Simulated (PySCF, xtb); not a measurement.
C₂H₄AlNO₂, SMILES [CH3][Al]([OH])[N]=C=O.

GFN2-xTB (xtb 6.7.1) at its own geometry gives an orbital gap of 4.69 eV and a dipole moment of 3.97 D.

Geometry optimised at PBE0-D3(BJ)/def2-SVP. The structure was generated by enumeration; whether it is a known compound was not checked. Other conformers were not sampled.

Problem. What does PBE/def2-TZVP in PySCF give? (An estimate is asked for; the answer gives what the named calculation found.)

Solution. gap 5.76 eV (levels -7.00 and -1.24 eV), dipole 1.66 D.
